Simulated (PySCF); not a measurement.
Re(O)3(OH) (HO4Re), SMILES [O]=[Re]([OH])(=[O])=[O], multiplicity 1.

The structure is a stationary point at PBE0-D3(BJ)/def2-SVP. A frequency run showed that this geometry is not a minimum. The spin state was assumed, not searched. The isomer is the one that the SMILES or the coordinates give; other isomers of the formula were not compared. The def2 effective core potentials stand for the cores of Re; spin–orbit coupling is left out. One conformer was computed; it need not be the lowest.

Two levels are set side by side: PBE/def2-TZVP (PySCF) and HF/def2-TZVP (PySCF). Same geometry, gas phase. Differences are taken from unrounded values.

```json
[
 {"quantity": "orbital gap (eV)", "HF": "14.56", "PBE": "4.75", "PBE minus HF": "-9.80"},
 {"quantity": "highest occupied level (eV)", "HF": "-13.62", "PBE": "-7.89", "PBE minus HF": "5.73"},
 {"quantity": "lowest empty level (eV)", "HF": "0.94", "PBE": "-3.13", "PBE minus HF": "-4.08"},
 {"quantity": "dipole moment (D)", "HF": "4.67", "PBE": "4.19", "PBE minus HF": "-0.48"},
 {"quantity": "mean polarisability (bohr³)", "HF": "42.7", "PBE": "47.4", "PBE minus HF": "4.7"}
]
```

Without exact exchange PBE keeps part of each electron's self-repulsion, which lifts occupied levels and narrows the gap. PBE's more diffuse valence density responds more strongly to a field. Differences between two approximate levels are no errors against the true value.

Rough cost on one machine, each run with all the roots and properties that it gave: HF against PBE about 1/3.
